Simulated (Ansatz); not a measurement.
Species: H$_{6}$BN$_{3}$, SMILES `NB(N)N` (charge 0, multiplicity 1).

**Question.** Give a relaxed geometry from PBE0-D4/def2-TZVP in Ansatz (a first-principles code).

**Answer.** the end point of this relaxation (outside a Z-matrix the atoms follow the SMILES, hydrogens last).
Z-matrix (Å, degrees):
```
B
N 1 1.4255
H 2 1.0022 1 123.18
H 2 1.0022 3 113.45 1 -174.47
N 1 1.4264 2 120.04 3 3.83
H 5 1.0024 1 122.88 2 -6.89
H 5 1.0024 6 113.26 1 168.46
N 1 1.4272 2 120.00 3 -176.30
H 8 1.0027 1 122.51 2 -171.73
H 8 1.0027 9 113.07 1 -164.80
```
